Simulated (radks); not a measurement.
Values are calculated unless marked as measured or tabulated.
Excited configurations of I+: one electron is placed in a higher orbital outside [Kr] 4d10 5s2 5p3. The ground configuration is [Kr] 4d10 5s2 5p4. Code: a radial shooting solver on a logarithmic mesh with Libxc functionals. Model: Dirac Kohn-Sham, PBE, spin-unpolarised, spherical densities, finite nucleus; open shells fill j = l - 1/2 first; Fermi nuclear charge, rms radius 4.75 fm. Excitation = E - E(ground); binding = E(ion) - E, where the ion is the core of charge +2; n* = 2/sqrt(2 binding) in atomic units, and the quantum defect is n - n*.

outer orbital,excitation (eV),binding (eV),n*,quantum defect,<r> (bohr)
4f5/2,15.605,3.742,3.814,0.186,7.624
5d3/2,11.323,8.024,2.604,2.396,3.880
5f5/2,16.669,2.678,4.508,0.492,12.49
6s1/2,10.458,8.889,2.474,3.526,4.830
6p1/2,12.519,6.828,2.823,3.177,5.829
6d3/2,15.138,4.208,3.596,2.404,8.700
6f5/2,17.424,1.923,5.320,0.680,19.01
7s1/2,14.707,4.640,3.425,3.575,9.204
7p1/2,15.498,3.849,3.760,3.240,10.67
7d3/2,16.699,2.648,4.534,2.466,14.69
7f5/2,17.927,1.420,6.190,0.810,27.09

The Delta-SCF ionisation energy is 19.347 eV (NIST Atomic Spectra Database: 19.131 eV, measured). Self-interaction in the functional shifts the binding energies and quantum defects, so they are the method's values and not measured ones. Spin polarisation and multiplet splitting are left out, so open shells lie too high by an amount that depends on their filling.

Beside tabulated values, note that spin-unpolarised runs miss the spin-polarisation part of the exchange energy of open shells.
